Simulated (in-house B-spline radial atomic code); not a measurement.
**How G0W0 and RPA depend on the start: As VI (As5+)**

Configuration [Ar] 3d10. Computed with an all-electron radial atomic-structure program (B-spline basis): all electrons, non-relativistic, point nucleus, each spin shell either full or empty, empty states to l = 9 with an (l + 1/2)⁻⁴ tail; G0W0 by contour deformation at full frequency.

```csv
start,mean-field 3d (eV),G0W0 (eV),QP weight,RPA correlation (Eh)
Hartree-Fock,-124.04,-122.60,0.972,-1.9524
LDA VWN5,-108.24,-122.57,0.950,-2.1238
PBE,-107.89,?,?,?
PBE0,-112.26,-122.46,0.958,-2.0735
r2SCAN,-108.68,-122.14,0.954,-2.0876
HSE06,-111.79,-122.50,0.957,-2.0761
B3LYP (VWN-RPA),-111.52,-122.54,0.956,-2.0847
SCAN,-108.64,-122.04,0.954,-2.0857
TPSS,-107.82,-122.44,0.950,-2.1098
BHandHLYP,-116.56,-122.60,0.964,-2.0321
CAM-B3LYP,-113.53,-122.73,0.959,-2.071
LC-wPBE,-113.66,-122.94,0.960,-2.0771
wB97X,-114.02,-122.49,0.963,-2.0628
PBEsol,-107.85,?,?,?
BLYP,-107.81,-122.46,0.949,-2.1222
r2SCAN0,-112.85,-122.27,0.960,-2.0519
LDA exchange-only,-106.16,-122.81,0.947,-2.1249
```

Question: What G0W0 level, weight and RPA correlation energy follow from the PBEsol start?

Answer: G0W0 level -122.44 eV, weight 0.950, RPA correlation -2.1208 hartree.

Question: What G0W0 level, weight and RPA correlation energy follow from the PBE start?

Answer: G0W0 level -122.39 eV, weight 0.950, RPA correlation -2.1199 hartree.

Question: How much of the dependence on the start does G0W0 remove?

Answer: The mean-field levels span 17.9 eV and the G0W0 levels 0.9 eV. Against 121.19 ± 0.06 eV (NIST, measured) the G0W0 removal energies are off by +0.85 to +1.75 eV, with relativity, Breit and QED terms left out.
